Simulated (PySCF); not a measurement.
Record of a relaxation.

Species: C4H3BF2O.
SMILES with atom numbers: `[O:1]=[CH:2][C:3]#[C:4][CH2:5][B:6]([F:7])[F:8]` (hydrogens: H9 on C2; H10, H11 on C5)

Method: PBE0-D3(BJ)/def2-SVP geometry optimisation, gas phase (PySCF 2.14.0); density fitting, grid level 1; the optimiser is geomeTRIC in internal coordinates, started from a GFN2-xTB structure with every atom displaced at random (about 0.01 Å). 14 of its 15 geometries are shown. The frame can shift and turn from step to step; on so coarse a grid that alone can change the energy by a few meV, and forces under 0.02 eV/Å are noise.

Step 0: E = -12332.3210 eV, largest atomic force 9.057 eV/Å
```
atom  x, y, z in Å  |  force x, y, z in eV/Å
O1      3.536   -0.521   -0.753   -0.922   0.186   0.741
C2      2.742   -0.326    0.149    1.029  -0.036   0.059
C3      1.305   -0.373    0.045    7.924   0.331   0.269
C4      0.161   -0.433   -0.068   -9.020  -0.392  -0.716
C5     -1.318   -0.493   -0.183    1.037   0.852   1.099
B6     -1.908    0.989   -0.015    0.394  -0.635  -0.018
F7     -2.099    1.780   -1.033   -0.040   0.138  -0.741
F8     -2.196    1.504    1.151   -0.069  -0.106   0.652
H9      3.094   -0.094    1.200   -0.002  -0.071  -0.430
H10    -1.695   -1.143    0.627   -0.048   0.073  -0.102
H11    -1.585   -0.916   -1.134   -0.284  -0.338  -0.814
```

Step 1: E = -12332.6037 eV, largest atomic force 1.260 eV/Å
```
atom  x, y, z in Å  |  force x, y, z in eV/Å
O1      3.360   -0.474   -0.945    0.500  -0.013  -0.083
C2      2.779   -0.321    0.098   -0.212   0.010  -0.220
C3      1.339   -0.362    0.138   -1.259  -0.015   0.045
C4      0.119   -0.425    0.029    0.938   0.048   0.103
C5     -1.322   -0.477   -0.128    0.008  -0.086  -0.035
B6     -1.910    0.981    0.030    0.052  -0.006  -0.094
F7     -2.072    1.755   -1.023   -0.027  -0.029   0.132
F8     -2.240    1.460    1.210   -0.005  -0.002  -0.068
H9      3.313   -0.136    1.057    0.009  -0.001   0.090
H10    -1.751   -1.140    0.642   -0.037   0.023   0.014
H11    -1.577   -0.887   -1.123    0.034   0.070   0.118
```

Step 2: E = -12332.5180 eV, largest atomic force 1.643 eV/Å
```
atom  x, y, z in Å  |  force x, y, z in eV/Å
O1      3.585   -0.453   -0.847   -1.055  -0.102  -0.588
C2      2.772   -0.317    0.035    0.882   0.214   1.369
C3      1.324   -0.368    0.065    0.130  -0.169  -1.241
C4      0.110   -0.436   -0.016    0.152  -0.005   0.105
C5     -1.335   -0.486   -0.123    0.028  -0.026   0.011
B6     -1.909    0.975    0.034   -0.059   0.076   0.029
F7     -2.119    1.753   -1.006    0.039  -0.087  -0.012
F8     -2.199    1.462    1.220   -0.005   0.003   0.047
H9      3.180   -0.117    1.054   -0.117   0.066   0.265
H10    -1.746   -1.133    0.670   -0.013   0.030   0.009
H11    -1.624   -0.904   -1.101    0.018   0.001   0.005
```

Step 3: E = -12332.6153 eV, largest atomic force 0.633 eV/Å
```
atom  x, y, z in Å  |  force x, y, z in eV/Å
O1      3.478   -0.467   -0.903   -0.456  -0.047  -0.115
C2      2.774   -0.322    0.067    0.436   0.118   0.399
C3      1.327   -0.368    0.099   -0.203  -0.084  -0.594
C4      0.114   -0.432    0.005    0.269   0.010   0.073
C5     -1.330   -0.481   -0.125    0.011  -0.056  -0.002
B6     -1.908    0.980    0.032    0.011   0.035  -0.011
F7     -2.093    1.758   -1.012    0.005  -0.057   0.031
F8     -2.215    1.464    1.216   -0.015   0.003   0.011
H9      3.244   -0.127    1.058   -0.056   0.015   0.157
H10    -1.749   -1.136    0.657   -0.025   0.035   0.013
H11    -1.603   -0.894   -1.111    0.024   0.027   0.038
```

Step 4: E = -12332.6359 eV, largest atomic force 0.256 eV/Å
```
atom  x, y, z in Å  |  force x, y, z in eV/Å
O1      3.461   -0.460   -0.899   -0.110   0.034   0.116
C2      2.776   -0.306    0.082    0.074  -0.037   0.019
C3      1.329   -0.365    0.072    0.152   0.015  -0.205
C4      0.119   -0.436   -0.019   -0.073  -0.008   0.091
C5     -1.325   -0.488   -0.128    0.004  -0.024  -0.012
B6     -1.902    0.973    0.032   -0.021   0.006   0.012
F7     -2.105    1.747   -1.010    0.017  -0.024  -0.026
F8     -2.198    1.458    1.217   -0.008   0.013   0.043
H9      3.231   -0.110    1.084   -0.024   0.011  -0.025
H10    -1.739   -1.137    0.661    0.005   0.021   0.008
H11    -1.610   -0.902   -1.108   -0.016  -0.006  -0.022
```

Step 5: E = -12332.6400 eV, largest atomic force 0.150 eV/Å
```
atom  x, y, z in Å  |  force x, y, z in eV/Å
O1      3.478   -0.441   -0.882    0.047   0.000   0.017
C2      2.775   -0.296    0.086   -0.051   0.027   0.005
C3      1.330   -0.363    0.042    0.118   0.004  -0.093
C4      0.121   -0.440   -0.040   -0.117  -0.010   0.091
C5     -1.325   -0.495   -0.130    0.003  -0.020   0.011
B6     -1.900    0.966    0.037    0.022  -0.023  -0.021
F7     -2.109    1.728   -1.013   -0.016   0.032   0.016
F8     -2.182    1.460    1.224   -0.006   0.005  -0.021
H9      3.205   -0.093    1.097    0.000  -0.008  -0.006
H10    -1.729   -1.141    0.667    0.017  -0.007   0.009
H11    -1.625   -0.909   -1.105   -0.015   0.000  -0.007
```

Step 6: E = -12332.6430 eV, largest atomic force 0.135 eV/Å
```
atom  x, y, z in Å  |  force x, y, z in eV/Å
O1      3.510   -0.414   -0.859    0.124   0.006  -0.053
C2      2.774   -0.274    0.083   -0.101  -0.003   0.009
C3      1.333   -0.360   -0.005    0.047   0.010  -0.002
C4      0.122   -0.448   -0.067   -0.088   0.001   0.067
C5     -1.325   -0.509   -0.128   -0.012   0.018  -0.038
B6     -1.898    0.953    0.040    0.010  -0.004   0.024
F7     -2.129    1.716   -1.005    0.004  -0.004  -0.024
F8     -2.157    1.453    1.229   -0.003  -0.006   0.004
H9      3.163   -0.065    1.109    0.014   0.002   0.001
H10    -1.709   -1.149    0.683    0.006  -0.008   0.004
H11    -1.647   -0.928   -1.095   -0.001  -0.013   0.006
```

Step 8: E = -12332.6442 eV, largest atomic force 0.049 eV/Å
```
atom  x, y, z in Å  |  force x, y, z in eV/Å
O1      3.536   -0.352   -0.860   -0.033   0.007   0.005
C2      2.771   -0.237    0.065    0.027   0.022  -0.004
C3      1.333   -0.350   -0.038   -0.036  -0.014  -0.004
C4      0.122   -0.455   -0.070    0.048   0.010   0.004
C5     -1.325   -0.531   -0.118   -0.009  -0.007  -0.001
B6     -1.899    0.931    0.049    0.002   0.007  -0.006
F7     -2.128    1.688   -1.000   -0.002  -0.006   0.006
F8     -2.157    1.436    1.236   -0.005  -0.007  -0.005
H9      3.136   -0.027    1.100    0.001  -0.007  -0.001
H10    -1.695   -1.171    0.700    0.001   0.003   0.001
H11    -1.655   -0.956   -1.079    0.006  -0.008   0.005
```

Step 9: E = -12332.6441 eV, largest atomic force 0.090 eV/Å
```
atom  x, y, z in Å  |  force x, y, z in eV/Å
O1      3.538   -0.288   -0.876   -0.072   0.014   0.015
C2      2.771   -0.197    0.050    0.068  -0.002  -0.008
C3      1.335   -0.336   -0.048   -0.062  -0.007   0.015
C4      0.124   -0.459   -0.061    0.077   0.011  -0.047
C5     -1.322   -0.552   -0.107    0.009  -0.013   0.016
B6     -1.906    0.906    0.054   -0.013   0.005  -0.021
F7     -2.130    1.662   -0.998    0.001  -0.013   0.014
F8     -2.178    1.410    1.238   -0.005  -0.004   0.004
H9      3.134    0.007    1.087   -0.005   0.003   0.006
H10    -1.684   -1.194    0.712   -0.002   0.012   0.004
H11    -1.646   -0.984   -1.067    0.005  -0.004   0.002
```

Step 10: E = -12332.6444 eV, largest atomic force 0.070 eV/Å
```
atom  x, y, z in Å  |  force x, y, z in eV/Å
O1      3.532   -0.271   -0.885   -0.051   0.011   0.015
C2      2.773   -0.186    0.048    0.048   0.003  -0.012
C3      1.337   -0.330   -0.042   -0.036  -0.003   0.022
C4      0.127   -0.457   -0.055    0.047   0.004  -0.051
C5     -1.319   -0.557   -0.104    0.014  -0.008   0.015
B6     -1.911    0.898    0.054   -0.013   0.003  -0.018
F7     -2.134    1.654   -0.998    0.001  -0.013   0.007
F8     -2.192    1.399    1.237   -0.007  -0.003   0.010
H9      3.143    0.018    1.082   -0.004   0.001   0.005
H10    -1.682   -1.201    0.714   -0.001   0.010   0.006
H11    -1.637   -0.991   -1.066    0.002  -0.004   0.000
```

Step 11: E = -12332.6448 eV, largest atomic force 0.038 eV/Å
```
atom  x, y, z in Å  |  force x, y, z in eV/Å
O1      3.526   -0.265   -0.890    0.004   0.011  -0.001
C2      2.776   -0.180    0.049   -0.001   0.002  -0.010
C3      1.339   -0.325   -0.036    0.007   0.006   0.032
C4      0.130   -0.453   -0.053   -0.011  -0.003  -0.036
C5     -1.315   -0.559   -0.105    0.012   0.000   0.009
B6     -1.917    0.893    0.053   -0.004  -0.003  -0.006
F7     -2.142    1.648   -0.999   -0.001  -0.005   0.000
F8     -2.203    1.391    1.236   -0.007  -0.004   0.004
H9      3.153    0.023    1.081    0.001   0.001   0.000
H10    -1.677   -1.203    0.713    0.002   0.003   0.005
H11    -1.630   -0.994   -1.067   -0.002  -0.007   0.002
```

Step 12: E = -12332.6450 eV, largest atomic force 0.045 eV/Å
```
atom  x, y, z in Å  |  force x, y, z in eV/Å
O1      3.522   -0.233   -0.900    0.024   0.009  -0.005
C2      2.779   -0.156    0.046   -0.021   0.004  -0.007
C3      1.343   -0.312   -0.031    0.024   0.011   0.032
C4      0.135   -0.450   -0.049   -0.030  -0.008  -0.032
C5     -1.309   -0.569   -0.101    0.012   0.006   0.007
B6     -1.928    0.875    0.053   -0.003  -0.007   0.000
F7     -2.157    1.628   -0.999    0.000  -0.002  -0.004
F8     -2.225    1.369    1.236   -0.006  -0.005   0.002
H9      3.162    0.046    1.076    0.002   0.000   0.000
H10    -1.666   -1.215    0.717    0.004  -0.001   0.005
H11    -1.617   -1.009   -1.063   -0.005  -0.007   0.002
```

Step 13: E = -12332.6451 eV, largest atomic force 0.035 eV/Å
```
atom  x, y, z in Å  |  force x, y, z in eV/Å
O1      3.523   -0.211   -0.902    0.026   0.009  -0.005
C2      2.781   -0.140    0.045   -0.024   0.005  -0.003
C3      1.346   -0.302   -0.029    0.025   0.011   0.021
C4      0.139   -0.447   -0.050   -0.028  -0.009  -0.018
C5     -1.305   -0.576   -0.101    0.005   0.005   0.002
B6     -1.935    0.863    0.053    0.001  -0.007   0.005
F7     -2.170    1.614   -1.000    0.000   0.001  -0.006
F8     -2.239    1.354    1.235   -0.006  -0.005  -0.002
H9      3.165    0.063    1.075    0.002   0.000  -0.001
H10    -1.656   -1.224    0.719    0.005  -0.003   0.004
H11    -1.610   -1.020   -1.062   -0.005  -0.008   0.003
```

Step 14: E = -12332.6452 eV, largest atomic force under 0.02 eV/Å
```
atom  x, y, z in Å  |  force x, y, z in eV/Å
O1      3.525   -0.206   -0.900    0.011   0.009  -0.001
C2      2.781   -0.136    0.045   -0.011   0.007  -0.001
C3      1.346   -0.300   -0.030    0.009   0.007   0.009
C4      0.139   -0.447   -0.052   -0.009  -0.005  -0.011
C5     -1.304   -0.578   -0.101    0.003   0.003  -0.001
B6     -1.937    0.860    0.053    0.000  -0.005   0.004
F7     -2.174    1.610   -1.000    0.001   0.000  -0.003
F8     -2.239    1.351    1.235   -0.006  -0.005  -0.003
H9      3.164    0.067    1.076    0.001   0.001   0.001
H10    -1.653   -1.226    0.719    0.006  -0.002   0.003
H11    -1.611   -1.022   -1.062   -0.004  -0.008   0.004
```

Question: Summarise the path.

Answer: The energy falls by 7.48 kcal/mol from step 0 to step 14; nine tenths of that is first reached at step 3. It rises by more than 0.2 meV at step 2. The largest force goes from 9.057 to under 0.02 eV/Å. Among the bonds C3≡C4 changes most, from 1.152 to 1.216 Å; the atoms move by 0.055 Å rms after alignment.

Question: Follow the three bonds and two angles with the largest change from start to end.

Answer: 
| step | E above end (kcal/mol) | largest force (eV/Å) | C3≡C4 (Å) | C4–C5 (Å) | C5–H11 (Å) | F7–B6–F8 (°) | C4–C5–H10 (°) |
| --- | --- | --- | --- | --- | --- | --- | --- |
| 0 | 7.48 | 9.057 | 1.152 | 1.484 | 1.075 | 115.2 | 107.9 |
| 1 | 0.96 | 1.260 | 1.226 | 1.451 | 1.106 | 118.1 | 109.4 |
| 2 | 2.93 | 1.643 | 1.218 | 1.450 | 1.102 | 117.4 | 109.8 |
| 3 | 0.69 | 0.633 | 1.219 | 1.450 | 1.104 | 117.7 | 109.6 |
| 4 | 0.21 | 0.256 | 1.215 | 1.449 | 1.101 | 117.5 | 109.9 |
| 5 | 0.12 | 0.150 | 1.215 | 1.450 | 1.102 | 117.9 | 110.0 |
| 6 | 0.05 | 0.135 | 1.215 | 1.450 | 1.102 | 117.6 | 109.9 |
| 7 | 0.03 | 0.043 | 1.216 | 1.450 | 1.102 | 117.8 | 109.9 |
| 8 | 0.02 | 0.049 | 1.216 | 1.450 | 1.102 | 117.7 | 109.9 |
| 9 | 0.03 | 0.090 | 1.217 | 1.450 | 1.102 | 117.7 | 110.0 |
| 10 | 0.02 | 0.070 | 1.217 | 1.450 | 1.102 | 117.7 | 110.1 |
| 11 | 0.01 | 0.038 | 1.216 | 1.450 | 1.102 | 117.7 | 110.1 |
| 12 | 0.00 | 0.045 | 1.216 | 1.450 | 1.102 | 117.7 | 110.1 |
| 13 | 0.00 | 0.035 | 1.216 | 1.450 | 1.102 | 117.7 | 110.1 |
| 14 | 0.00 | under 0.02 | 1.216 | 1.450 | 1.102 | 117.7 | 110.1 |

What follows is the cost of the whole optimisation. The run took 93 s of wall time on Arm Neoverse V1, one thread, shared host, and the process peaked at 0.51 GiB of memory.
